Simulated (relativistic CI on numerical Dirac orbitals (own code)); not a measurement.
# How well does a small relativistic CI reproduce Ga2+?

Calculated at this level of theory: Dirac-Coulomb-Breit CI, KLI orbitals optimised for each configuration, model QED (radiative potential, 1s self-energy scaled to tabulated hydrogen-like ionisation energies), valence Slater integrals scaled by 0.85, P86 correlation energy added to each configuration (own radial code, finite nucleus).

CI space (outside the closed core [Ar]): 3d10 4s, 3d10 4p, 3d10 4d, 3d10 4f, 3d9 4s2, 3d10 5s, 3d10 5p, 3d10 6s, 3d10 5d, 3d10 6p, 3d9 4s 4p, 3d10 5g, 3d10 5f, 3d10 7s, 3d10 6d, 3d9 4p2, 3d8 4s 4p2, 3d10 7p, 3d10 8s, 3d10 8p, 3d9 4p 4d. Levels of other configurations are missing.

```
Configuration  Term (tabulated)    J  Measured (cm⁻¹)  Computed  Error  Purity (%)
      3d10 4s                2S  1/2              0.0         0      0         100
      3d10 4p               2P°  1/2          65169.4     63374  -1796         100
      3d10 4p               2P°  3/2          66887.6     64898  -1990         100
      3d9 4s2                2D  5/2         130395.6    124146  -6249          96
      3d9 4s2                2D  3/2         133902.0    127592  -6310          96
      3d10 5s                2S  1/2         140746.8    136167  -4580         100
      3d10 4d                2D  3/2         144086.5    138634  -5452          99
      3d10 4d                2D  5/2         144200.3    138743  -5457         100
      3d10 5p               2P°  1/2         160765.6    155958  -4808         100
      3d10 5p               2P°  3/2         161304.4    156425  -4879         100
      3d10 4f               2F°  5/2         185432.6    181959  -3474          97
      3d10 4f               2F°  7/2         185439.1    181977  -3462          99
      3d10 6s                2S  1/2         187566.5    182287  -5280         100
      3d10 5d                2D  3/2         189187.7    184065  -5123         100
      3d10 5d                2D  5/2         189250.6    184120  -5130         100
      3d10 6p             2P° †  3/2         196173.7    191390  -4784          98
      3d10 6p             2P° †  1/2         196324.6    191195  -5129          97
      3d10 5f               2F°  7/2         207908.5    204267  -3642          99
      3d10 5f               2F°  5/2         207918.8    204284  -3634         100
      3d10 5g                2G  7/2         208254.0    204389  -3865         100
      3d10 5g                2G  9/2         208254.1    204389  -3865         100
      3d10 7s                2S  1/2         209148.0    203969  -5179         100
      3d10 6d                2D  3/2         210020.1    204923  -5098         100
      3d10 6d                2D  5/2         210053.7    204951  -5103         100
      3d10 7p               2P°  1/2         213736.0    208509  -5227          97
      3d10 7p               2P°  3/2         213760.0    208427  -5333          87
      3d10 8p               2P°  3/2         224309.0    218830  -5479          98
```

Measured levels from Shirai, Reader, Kramida and Sugar, J. Phys. Chem. Ref. Data 36, 509 (2007); pairs were made by configuration, J and term (by order where the table uses no LS term), so strongly mixed levels may be paired wrongly.

Mean error by configuration (cm⁻¹): 3d10 4p -1893; 3d9 4s2 -6280; 3d10 5s -4580; 3d10 4d -5455; 3d10 5p -4843; 3d10 4f -3468; 3d10 6s -5280; 3d10 5d -5127; 3d10 5f -3638; 3d10 5g -3865; 3d10 7s -5179; 3d10 6d -5100; 3d10 7p -5280; 3d10 8p -5479. Over the excited levels the mean absolute error is 4601 cm⁻¹ (26 of the 26 excited levels that our extract of the source holds in range could be paired), and the median relative error of those above 1,000 cm⁻¹ is 2.6 %. † marks terms whose computed intervals miss the measured ones by more than a factor of 2.5, or configurations far off the rest, from wrong mixing, a near crossing or a doubtful label or measurement; they are left out of the means.
